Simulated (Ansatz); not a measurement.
`[F][GeH]([F])[Cl]` → Cl• + `[F][GeH][F]`•  (homolysis of the Cl–Ge bond)

Gas-phase electronic energies from Ansatz, PBE0-D4/def2-TZVP geometries. CCSD(T)/CBS is the MP2 limit (def2-TZVPP, def2-QZVPP) plus CCSD(T) − MP2 in def2-TZVPP, frozen cores. This one scheme is used for every species, atoms too. Functionals use def2-TZVPP. Open shells (•) are unrestricted, without spin–orbit coupling. Spin–orbit coupling would lower the free atoms: a little for Cl. Bonds to Ge are less sure, by a few kJ/mol each and by 10 to 20 or more in all where they break to atoms, as the def2 sets lack core-valence functions. Scalar relativity is left out up to krypton.

```json
{"species": "`[F][GeH]([F])[Cl]`", "BLYP-D4 energy (Eh)": "-2737.76391"}
{"species": "Cl•", "BLYP-D4 energy (Eh)": "-460.15035"}
{"species": "`[F][GeH][F]`•", "BLYP-D4 energy (Eh)": "-2277.46615"}
```

Task: Work out ΔE.

Result: ΔE = (-460.15035) + (-2277.46615) − (-2737.76391) = 0.14741 Eh = +387.0 kJ/mol. CCSD(T)/CBS gives +432.2 kJ/mol.

Largest T1 diagnostic among the species: 0.015.

The D4 term adds +8.6 kJ/mol with B3LYP and +4.4 kJ/mol with PBE0; it sums over pairs of atoms, weighted by their polarisabilities, and B3LYP, whose exchange is more repulsive, gets the larger term. From PBE to PBE0 (25 % exact exchange), in def2-TZVPP and without D4, ΔE moves by +4.6 kJ/mol. Leaving LDA and LC-ωPBE aside and taking each functional with its dispersion term where it has one, the values, not all of them listed here, spread over 41.3 kJ/mol, from BLYP-D4 to B97M-V. LDA lies +63.2 kJ/mol from PBE without D4, its usual overbinding.

B3LYP here is the variant with VWN-RPA as its local correlation; programs differ in this.
